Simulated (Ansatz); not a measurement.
Species: C₂H₆Cl₂O₂Si (charge 0, singlet). SMILES: CO[Si](Cl)(Cl)OC
Geometry from a B3LYP-D3(BJ)/def2-TZVP (Ansatz, a first-principles code) optimisation:
```
Si
O 1 1.6100
C 2 1.4269 1 125.49
H 3 1.0882 2 107.39 1 -179.13
H 3 1.0914 4 109.40 2 120.13
H 3 1.0920 4 109.24 5 119.79
O 1 1.6168 2 109.90 3 -60.01
C 7 1.4243 1 126.57 2 177.87
H 8 1.0884 7 107.56 1 -178.70
H 8 1.0919 9 109.32 7 -120.29
H 8 1.0920 9 109.23 10 -119.59
Cl 1 2.0400 2 107.68 3 178.67
Cl 1 2.0591 2 110.84 3 60.32
```

Property: atomisation energy (electronic, to ground-state atoms), in eV. Valence correlation only, unless marked. UHF or UKS for open shells. No spin-orbit coupling. Non-relativistic. The coupled-cluster limit lacks core correlation, which all-electron functionals hold. CBS marks a two-point X^-3 extrapolation of the correlation energy; Hartree-Fock from the larger set.

| level | program | atomisation energy (eV) |
|---|---|---|
| revPBE/def2-TZVPD | Ansatz | 50.72 |
| PBE0-D3(BJ)/def2-TZVP | Ansatz + dftd3 | 52.25 |
| CAM-B3LYP-D4/def2-TZVPD | Ansatz + dftd4 | 52.36 |
| CAM-B3LYP/def2-TZVPD | Ansatz | 52.02 |
| SCS-MP2/cc-pV(D+d)Z | Ansatz | 48.19 |
| SCS-MP2/aug-cc-pV(T+d)Z | Ansatz | 52.06 |
| CCSD(T)/CBS(cc-pV(T+d)Z,cc-pV(Q+d)Z) | Ansatz | (withheld) |

### Question
Some entries are withheld; supply them.

### Answer

- CCSD(T)/CBS(cc-pV(T+d)Z,cc-pV(Q+d)Z), atomisation energy (eV): 52.54
